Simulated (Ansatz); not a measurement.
Reaction (ligand exchange at the Al–O bond): `[AlH2][O][AlH2]` + `C=C=C=N` → `C=C=C=[N][AlH2]` + `[OH][AlH2]`

Computed with Ansatz on PBE0-D4/def2-TZVP structures; ΔE is electronic, products minus reactants. CCSD(T)/CBS adds triple-zeta CCSD(T) − MP2 to the extrapolated MP2 energy (def2 sets, frozen cores). This one scheme is used for every species. DFT in def2-TZVPP. B3LYP here is the variant with VWN-RPA as its local correlation; programs differ in this. Each species was taken in one conformer, which may not be the lowest.

**Question.** Is it downhill or uphill in electronic energy at CCSD(T)/CBS, and by how much? (Estimate.)

**Answer.** Ansatz gave: Uphill: ΔE = +0.50 eV.

**Question.** What do these levels give: B97M-V, B3LYP-D4, r2SCANh-D4, ωB97X-V, ωB97M-V, PBE, revPBE, PBE0, MP2/def2-SVP, MP2/def2-TZVPP, SCS-MP2/def2-TZVPP, CCSD(T)/def2-TZVPP? (Best estimate.)

**Answer.** Computed: B97M-V 0.47, B3LYP-D4 0.45, r2SCANh-D4 0.45, ωB97X-V 0.51, ωB97M-V 0.50, PBE 0.39, revPBE 0.40, PBE0 0.43, MP2/def2-SVP 0.48, MP2/def2-TZVPP 0.44, SCS-MP2/def2-TZVPP 0.49, CCSD(T)/def2-TZVPP 0.52 eV.

**Question.** What do rigid-rotor, harmonic-oscillator terms from PBE0-D4/def2-TZVP frequencies (298.15 K, 1 bar) make of the CCSD(T)/CBS value? (Best estimate.)

**Answer.** Computed: ΔZPE = -0.02 eV, ΔH = +0.49 eV, ΔS = 6 J/(mol·K), ΔG = +0.47 eV.

Largest T1 diagnostic among the species: 0.016.

From BLYP to BHLYP (50 % exact exchange), in def2-TZVPP and without D4, ΔE moves by +0.06 eV. At CCSD(T), def2-SVP lies +0.04 eV from the extrapolated value and def2-TZVPP +0.01 eV.
